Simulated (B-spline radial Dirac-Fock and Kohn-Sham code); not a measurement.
Binding energies of In³¹⁺ at several levels of theory

System: indium as In³¹⁺, configuration [Ne] 3s2 3p6.

The density-functional columns are spherical, spin-unpolarised Dirac-Kohn-Sham results without Breit or QED terms: −ε is minus the orbital energy of the initial state and ΔSCF the difference of two total energies. The reference in the last column comes from multi-electron Dirac-Fock with separately optimised hole states, Breit and Lamb-shift corrections added in first order. All numbers are from a radial B-spline solver, in eV; a selection of levels is shown. The Kohn-Sham columns are given as differences from the reference. For the 1s level of heavy atoms much of the gap between ΔSCF and the reference is the Breit and QED part, -91.2 eV here; for other levels the error of the functional can be larger.

| level | LDA −ε − DF | LDA ΔSCF − DF | Dirac-Fock |
| --- | --- | --- | --- |
| K | -280.0 | +81.2 | 29552.2 |
| L1 | -124.8 | -39.1 | 5812.7 |
| L2 | -96.6 | +5.2 | 5519.7 |
| L3 | -98.3 | -1.0 | 5307.8 |
| M1 | -53.0 | -16.9 | 2128.5 |
| M2 | -33.1 | +4.7 | 2011.6 |
| M3 | -33.8 | +3.1 | 1962.5 |

For the outermost level NIST gives 1961 ± 5 eV (semi-empirical); the differences from it are LDA −ε -32.32, LDA ΔSCF +4.53, Dirac-Fock +1.46 eV.

Values without a named source are computed, but for edge energies of neutral atoms, which are taken from tables.
